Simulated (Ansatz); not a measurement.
A nudged elastic band was laid between two geometries of BCl2HO + H3P (9 atoms, charge 0, multiplicity 1).

All numbers below come from Ansatz, RKS CAM-B3LYP-D4/def2-SVP.

```
movable images  : 5
climbing image  : yes
spring          : 5.0 eV/Å²
optimiser       : quadratic models (default)
start path      : through a guess of the saddle point
force threshold : 0.03 eV/Å
iteration limit : 60
end points      : relaxed
```

Image 0:

```xyz
9
Properties=species:S:1:pos:R:3
B 0.201 -0.599 0.046
Cl -0.320 -1.071 1.667
Cl 1.884 -0.755 -0.412
O -0.670 -0.128 -0.851
H -1.576 -0.069 -0.524
P 0.652 3.034 1.120
H 1.703 2.202 0.643
H -0.250 2.617 0.100
H 0.188 2.057 2.047
```

Image 6:

```xyz
9
Properties=species:S:1:pos:R:3
B 0.326 0.508 -0.298
Cl -0.513 -0.477 3.043
Cl 1.629 -0.678 -0.492
O -0.904 0.253 -0.758
H -1.009 -0.625 -1.149
P 0.639 2.123 0.699
H 1.887 2.492 0.137
H -0.179 3.002 -0.056
H -0.063 0.690 2.707
```

Q: What changes between the two ends?

A: Bonds broken: B1–Cl2, P6–H9. Bonds formed: B1–P6, Cl2–H9. BCl2HO + H3P becomes BClH3OP + ClH.

Q: What energy profile does the band end with?

A: It converged. The highest image is number 3 of 0 to 6, 1.87 eV above the first end and 1.15 eV above the last; the last end lies 0.72 eV above the first. The profile has 3 maxima (images 1, 3, 5) with wells between them (images 2, 4): this band takes more than one step, which may be the mechanism or a detour left from its start path. Neighbouring images differ by up to 1.4 eV, so the band resolves the path poorly. A vibrational analysis at the climbing image gives one clearly imaginary mode, 1005i cm⁻¹, and a faint second one (24i cm⁻¹) that may be numerical noise or a soft torsion: probably a first-order saddle point. The orbitals stay closed-shell, which can raise the energy where a bond breaks towards radicals; this wasn't checked here.

```tsv
image	path coordinate (Å)	energy (eV)	B1–Cl2 (Å)	P6–H9 (Å)	B1–P6 (Å)
0	0.00	0.00	1.77	1.42	3.82
1	1.04	0.46	1.78	1.40	3.27
2	2.08	0.45	1.87	1.41	2.14
3	3.12	1.87	2.53	1.56	1.98
4	4.14	0.93	3.28	2.27	1.95
5	5.16	0.97	3.30	2.41	1.93
6	6.19	0.72	3.58	2.56	1.92
```

Q: What is the geometry of the highest image?

A: 
```xyz
9
Properties=species:S:1:pos:R:3:forces:R:3
B 0.364 0.159 -0.168 0.00 0.00 0.00
Cl -0.255 -0.470 2.205 0.00 0.00 0.00
Cl 1.901 -0.579 -0.622 0.00 0.00 0.00
O -0.751 -0.230 -0.810 0.00 0.00 -0.01
H -1.582 -0.006 -0.375 0.00 0.00 0.01
P 0.472 1.924 0.731 0.00 0.00 0.00
H 1.822 2.233 0.984 0.00 0.00 0.00
H 0.047 3.015 -0.067 0.00 0.00 0.00
H -0.207 1.242 1.959 0.00 0.00 0.00
```

Time of the run: 5.7 min on 4 threads of Arm Neoverse V1, on a shared host, peak memory 0.3 GiB.
